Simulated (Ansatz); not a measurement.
Reaction (redistribution): `C[Si]N(C)C` + `O[SiH2]O` → `C[SiH]` + `CN(C)[SiH](O)O`

Program: Ansatz. Geometries: PBE0-D4/def2-TZVP. ΔE: electronic, gas phase. CBS: MP2 limit from def2 TZ/QZ plus the TZ coupled-cluster correction, frozen cores. This one scheme is used for every species. Functionals use def2-TZVPP. One conformer a species, not always the lowest.

`C[Si]N(C)C`:

Z-matrix (Å, degrees):
```
C
Si 1 1.908
H 1 1.093 2 109.3
H 1 1.096 2 112.2 3 119.2
H 1 1.096 2 112.3 3 -119.3
N 2 1.719 1 101.5 3 179.9
C 6 1.449 2 118.4 1 180.0
C 6 1.444 2 129.9 1 0.0
H 7 1.097 6 111.1 2 -120.0
H 7 1.092 6 109.9 2 0.0
H 7 1.097 6 111.1 2 120.1
H 8 1.097 6 110.8 2 -120.5
H 8 1.088 6 111.2 2 -0.0
H 8 1.097 6 110.8 2 120.5
```

`O[SiH2]O`:

```xyz
7

O    -1.352    0.464   -0.248
Si    0.255    0.135   -0.323
O     0.801   -0.754    0.945
H    -1.962   -0.272   -0.321
H     0.583   -0.695   -1.505
H     0.890    1.472   -0.362
H     0.784   -0.349    1.814
```

`C[SiH]`:

Z-matrix (Å, degrees):
```
C
Si 1 1.892
H 1 1.098 2 109.5
H 1 1.098 2 109.7 3 -115.3
H 1 1.091 2 113.8 3 122.2
H 2 1.531 1 94.2 3 58.0
```

`CN(C)[SiH](O)O`:

```xyz
15

C    -1.147   -0.064   -1.237
N    -0.389   -0.083   -0.008
C    -1.201   -0.314    1.163
Si    1.212    0.481    0.123
O     1.866    0.216   -1.361
O     1.982   -0.288    1.352
H    -0.487    0.102   -2.088
H    -1.660   -1.022   -1.389
H    -1.915    0.723   -1.232
H    -1.981    0.452    1.279
H    -1.704   -1.288    1.104
H    -0.587   -0.309    2.065
H     1.392    1.910    0.485
H     2.645    0.731   -1.578
H     1.975   -1.247    1.322
```

```json
{"level": "PBE-D4", "ΔE (eV)": "0.69"}
{"level": "ωB97M-V", "ΔE (eV)": "0.58"}
{"level": "B2PLYP", "ΔE (eV)": "0.64"}
{"level": "r2SCAN", "ΔE (eV)": "0.65"}
{"level": "HF/def2-QZVPP", "ΔE (eV)": "0.44"}
{"level": "MP2/def2-QZVPP", "ΔE (eV)": "0.68"}
{"level": "SCS-MP2/def2-QZVPP", "ΔE (eV)": "0.65"}
{"level": "CCSD/CBS(def2)", "ΔE (eV)": "0.56"}
```

What does CCSD(T)/CBS give? (Estimate.)

The calculation gave: +0.61 eV. The listed levels differ from it by 0.08, -0.03, 0.03, 0.04, -0.17, 0.07, 0.04, -0.05 eV.

Largest T1 diagnostic among the species: 0.014.

From PBE to PBE0 (25 % exact exchange), in def2-TZVPP and without D4, ΔE moves by −0.07 eV. In def2-TZVPP, CCSD(T) changes the Hartree–Fock value by +0.16 eV (the triples alone add +0.05 eV) and MP2 by +0.24 eV.
